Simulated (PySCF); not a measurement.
Computed shifts of a molecule C₃H₁₁ClSi₂, KT2/pcSseg-1 in PySCF, GIAO, gas phase, atoms alike by connectivity averaged where their shifts nearly agree, in ppm (number of nuclei): ¹³C: 8.1 (1), 4.5 (1), -0.6 (1). ²⁹Si: 41.4 (1), -72.7 (1). ¹H: 4.33 (3), 0.68 (6), 0.46 (1), 0.08 (1). References: ¹³C against TMS (σ = 185.1 ppm); ²⁹Si against TMS (σ = 361.9 ppm); ³⁵Cl against HCl (σ = 945.4 ppm); ¹H against TMS (σ = 31.47 ppm), references at their B3LYP-D3(BJ)/def2-TZVP geometries, non-relativistic (without spin–orbit terms, shifts of atoms bonded to Cl or Br come out too high). Geometry optimised at PBE0-D3(BJ)/def2-SVP. One conformer was computed; it need not be the lowest.

Which structure fits?
A. CC[Si@H](Cl)[SiH2]C
B. C[Si](C)(Cl)C[SiH3]
C. CC(C)([SiH3])[SiH2]Cl
D. C[SiH2][C@H]([SiH3])CCl

B, C[Si](C)(Cl)C[SiH3]
